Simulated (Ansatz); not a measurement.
```yaml
crystal:
  periodic: [false, false, false]
  atoms:
    - {symbol: Ti, position_ang: [-0.589484, 0.557545, -0.546525]}
    - {symbol: Ti, position_ang: [0.529241, -0.558315, 0.523561]}
    - {symbol: H, position_ang: [1.554362, -1.594439, 1.487948]}
    - {symbol: H, position_ang: [-1.556169, 1.582556, -1.542176]}
basis:
  gaussian: {orbitals: def2-SVPD}
hamiltonian: {xc: {name: r2SCAN50}}
scf: {lower_state_search: off}
output: {forces: true}
```

```sh
$ ansatz run in.yaml --threads 4 --pin off --events-out ev --progress --plain --max-ram 3916MiB
```

Shortened log:

```
Functional definition: r2SCAN50
880 factors; integrals over basis functions are off by at most 5.5e-4 eV
mean field evaluation 1: about -46244.3747 eV, gradient 2.5e1 eV
mean field evaluation 2: about -46244.8415 eV, gradient 2.4e1 eV
mean field evaluation 4: about -46246.1871 eV, gradient 8.3e0 eV
mean field evaluation 8: about -46246.3870 eV, gradient 2.5e-1 eV
mean field evaluation 16: about -46246.3872 eV, gradient 1.3e-3 eV
mean field -46246.38723550 eV, -1699.5233839774 hartree, gradient 9.2e-6 eV, S^2 0.000000; 0 other end points of the search recorded, 0 dependent functions left out
reference -46246.38724758 eV, -1699.5233844213 hartree; 23, 23 occupied and 61, 61 virtual orbitals, 880 factors
Total energy: -46246.38724758 eV, -1699.5233844213 hartree
Atom 0 at    -0.589484     0.557545    -0.546525 Å, force     1.617161    -1.491037     1.440636 eV/Å
Atom 1 at     0.529241    -0.558315     0.523561 Å, force    -1.475451     1.376714    -1.357944 eV/Å
Atom 2 at     1.554362    -1.594439     1.487948 Å, force    -0.123756     0.149383    -0.120086 eV/Å
Atom 3 at    -1.556169     1.582556    -1.542176 Å, force    -0.017954    -0.035060     0.037394 eV/Å
Dipole moment:    -0.026395     0.009162     0.006491 e Å
Checks for a lower state left out: stability, starts, cluster_reference, orbital_swaps, neighbouring_geometries, increment
```

Hardware: 4 threads of Arm Neoverse V1 on a shared host. Wall time 2.2 s.

The restricted singlet is unstable towards broken spin symmetry at other levels; at RKS r2SCAN50/def2-SVPD this wasn't settled.
